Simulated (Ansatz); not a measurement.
This geometry of CH₃NSTe (7 atoms, charge 0, multiplicity 1) is a first-order saddle point.

Theory: Ansatz 0.2.0, RKS PBE/def2-SVP.

```xyz
7
Properties=species:S:1:pos:R:3
N -0.571 1.011 0.644
C -0.009 -0.023 0.060
S 0.079 -1.328 1.185
Te 0.681 -0.069 -1.962
H -0.601 0.094 1.710
H -0.724 1.904 0.152
H 1.207 -1.657 -1.834
```

Question: Which two structures does it join? (They come from a converged band through this point; their orientation in space is the band's.)

Answer: Bonds broken: N1–H5. Bonds formed: S3–H5.

First end point:

```xyz
7
Properties=species:S:1:pos:R:3
N -0.547 0.843 0.701
C 0.110 -0.247 0.241
S 0.420 -1.601 1.114
Te 0.782 0.078 -1.838
H -0.898 0.824 1.663
H -0.847 1.603 0.088
H 1.042 -1.567 -2.016
```

Last end point:

```xyz
7
Properties=species:S:1:pos:R:3
N -0.702 1.257 0.423
C -0.003 0.246 0.106
S 0.304 -1.102 1.211
Te 1.056 -0.046 -1.812
H -0.558 -0.653 2.174
H -0.817 1.935 -0.344
H 0.781 -1.705 -1.805
```

Question: How far does it lie above each of them?

Answer: 1.46 eV above the first and 0.92 eV above the second. This is the barrier of this one path; another mechanism may lie lower. The orbitals stay closed-shell, which can raise the energy where a bond breaks towards radicals; this wasn't checked here.

Run time: 3.2 min on 2 threads of Arm Neoverse V1, with other jobs on the host, peak memory 0.13 GiB.
